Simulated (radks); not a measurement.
Valence configurations of Dy I (all share [Xe]). Calculated with a radial shooting solver on a logarithmic mesh with Libxc functionals: scalar-relativistic Kohn-Sham, LDA (Slater exchange, Perdew-Wang correlation), spin-unpolarised, spherical densities, finite nucleus; Fermi nuclear charge, rms radius 5.2218 fm. Energies are relative to 4f10 6s2; eigenvalues in eV.

[
 {"valence": "4f10 6s2", "E (eV)": "0.000", "e(4f)": "-3.326", "e(5d)": "-", "e(6p)": "-", "e(6s)": "-3.896"},
 {"valence": "4f9 5d1 6s2", "E (eV)": "4.416", "e(4f)": "-9.391", "e(5d)": "-2.477", "e(6p)": "-", "e(6s)": "-4.408"},
 {"valence": "4f9 6s2 6p1", "E (eV)": "6.128", "e(4f)": "-12.651", "e(5d)": "-", "e(6p)": "-2.249", "e(6s)": "-5.758"},
 {"valence": "4f8 5d1 6s2 6p1", "E (eV)": "16.980", "e(4f)": "-19.660", "e(5d)": "-5.935", "e(6p)": "-2.356", "e(6s)": "-6.137"},
 {"valence": "4f9.5 5d0.5 6s2", "E (eV)": "1.590", "e(4f)": "-6.264", "e(5d)": "-1.924", "e(6p)": "-", "e(6s)": "-4.189"},
 {"valence": "4f9 6s1.5 6p1.5", "E (eV)": "7.908", "e(4f)": "-13.323", "e(5d)": "-", "e(6p)": "-2.506", "e(6s)": "-6.117"},
 {"valence": "4f10 6p2", "E (eV)": "5.762", "e(4f)": "-6.087", "e(5d)": "-", "e(6p)": "-2.346", "e(6s)": "-"},
 {"valence": "4f8 5d1.5 6s2 6p0.5", "E (eV)": "15.390", "e(4f)": "-17.872", "e(5d)": "-4.716", "e(6p)": "-1.927", "e(6s)": "-5.439"},
 {"valence": "4f10.5 6s1.5", "E (eV)": "0.916", "e(4f)": "-0.451", "e(5d)": "-", "e(6p)": "-", "e(6s)": "-3.442"}
]

NIST lists [Xe] 4f10 6s2 as the ground configuration; this level of theory agrees among the configurations tried. The energies are those of spherical spin-averaged densities, not of single terms. No valid solution was reached for [Xe] 4f11 6s1.
